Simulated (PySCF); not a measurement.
SMILES O[Si](O)(O)[Si](F)(F)F (H3F3O3Si2), singlet, CAM-B3LYP/def2-SVP optimised geometry.

```
11

Si    -0.65     0.64     0.00
F     -2.23     0.75     0.32
F      0.10     1.55     1.10
F     -0.43     1.37    -1.42
Si     0.10    -1.55     0.00
O     -0.46    -2.31     1.34
O      1.74    -1.55     0.00
O     -0.46    -2.31    -1.34
H     -1.36    -2.66     1.37
H      2.23    -1.41     0.82
H     -0.01    -2.19    -2.19
```

Density from CAM-B3LYP/def2-TZVP (PySCF) at that geometry.

Minimum of the electron density along straight lines between bonded atoms, close to the bond critical point (lines longer than 1.1 times the sum of covalent radii, or with two minima, are not listed):

| bond | length / Å | ρ at the minimum / e bohr⁻³ | ∇²ρ there / e bohr⁻⁵ | position (fraction from the first atom) |
|---|---|---|---|---|
| Si1–F2 | 1.608 | 0.137 | 0.92 | 0.42 |
| Si1–F3 | 1.608 | 0.137 | 0.93 | 0.42 |
| Si1–F4 | 1.608 | 0.137 | 0.92 | 0.42 |
| Si1–Si5 | 2.320 | 0.105 | … | 0.64 |
| Si5–O6 | 1.641 | 0.142 | 0.83 | 0.41 |
| Si5–O7 | 1.641 | 0.142 | 0.83 | 0.41 |
| Si5–O8 | 1.641 | 0.142 | 0.83 | 0.41 |
| O6–H9 | 0.963 | 0.349 | -2.39 | 0.81 |
| O7–H10 | 0.963 | 0.349 | -2.39 | 0.81 |
| O8–H11 | 0.963 | 0.349 | -2.39 | 0.81 |

### Question
Fill in the missing entries.

### Answer

- Si1–Si5, ∇²ρ there / e bohr⁻⁵: -0.16
